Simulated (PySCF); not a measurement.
**What builds the second ionisation energy along the third row**

All values are computed (PySCF 2.14, energy differences of UHF-based or UKS calculations, no spin-orbit coupling). Each column adds one step, in eV (sums use unrounded values): valence MP2, valence CCSD, valence triples, then the next inner shell at CCSD(T) (Al 2s 2p, Si 2s 2p, S 2s 2p, Cl 2s 2p, Ar 2s 2p). References (NIST) marked * lie between the lowest fine-structure levels; the others compare directly ((s) semi-empirical, (t) theoretical).

```csv
element,UHF,+ MP2,+ CCSD,+ (T),+ inner shell,sum,reference
"Al [Ne] 3s2 → [Ne] 3s1 (aug-cc-pwCVDZ, non-relativistic)",17.540,0.695,0.360,0.000,0.105,18.700,18.829
"Si [Ne] 3s2 3p1 → [Ne] 3s2 (aug-cc-pwCVDZ, non-relativistic)",15.821,0.181,0.112,0.020,-0.026,16.108,16.322
"S [Ne] 3s2 3p3 → [Ne] 3s2 3p2 (aug-cc-pwCVDZ, non-relativistic)",22.726,0.477,-0.080,0.009,-0.010,23.122,23.338 *
"Cl [Ne] 3s2 3p4 → [Ne] 3s2 3p3 (aug-cc-pwCVDZ, non-relativistic)",22.531,0.535,0.020,0.018,0.009,23.112,23.771
"Ar [Ne] 3s2 3p5 → [Ne] 3s2 3p4 (aug-cc-pwCVDZ, non-relativistic)",26.391,0.764,-0.072,0.016,0.004,27.104,27.630 *
```

Double-zeta sets recover only part of the correlation energy.

What remains against the references is mostly basis incompleteness and, for starred values, spin-orbit coupling.

Question: What share of the correlation contribution for Ar comes from the inner shell?

Answer: The four steps add to 0.712 eV, of which the inner shell gives 0.004 eV, or 1 %.
